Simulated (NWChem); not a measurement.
## HBF2 in NWChem

```xyz
4

B      0.0000     0.0000    -0.4612
H      0.0000     0.0000    -1.6724
F     -1.1351     0.0000     0.2210
F      1.1351     0.0000     0.2210
```
Charge 0, spin multiplicity 1.

The numbers come from NWChem runs, not from measurements. All single points use one geometry, from PBE/def2-SVP, a minimum by its harmonic frequencies.

Symmetry labels belong to the abelian group C2v used in the runs, with the axes of the coordinates shown.

The correlated methods keep 3 core orbitals frozen. The structure started from a generated list of species.

Q: List the 4 singlet excitations that EOM-CCSD/aug-cc-pVDZ, 3 core orbitals frozen gives, with oscillator strengths.

A: 
```csv
state,symmetry,energy (eV),wavelength (nm),f
1,b2,8.98,138,0.052
2,a2,10.47,118,0.000
3,a1,11.07,112,0.000
4,b1,11.37,109,0.006
```
These are the lowest roots of each symmetry, so higher states are missing between them.
